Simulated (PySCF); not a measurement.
A structure optimised at PBE-D3(BJ)/def2-SVP, used in a PySCF frequency run:

```
Ti
F 1 1.7601
F 1 1.7637 2 109.58
O 1 1.7821 2 110.00 3 119.85
H 4 0.9723 1 135.32 2 3.07
O 1 1.7890 2 109.08 3 -119.52
H 6 0.9729 1 130.35 2 -130.59
```

Q: Write its SMILES and formula.

A: [OH][Ti]([OH])([F])[F], F2H2O2Ti

Q: What are its rotational constants (standard atomic weights)?

A: 3.2909, 3.2650, 3.2059 GHz
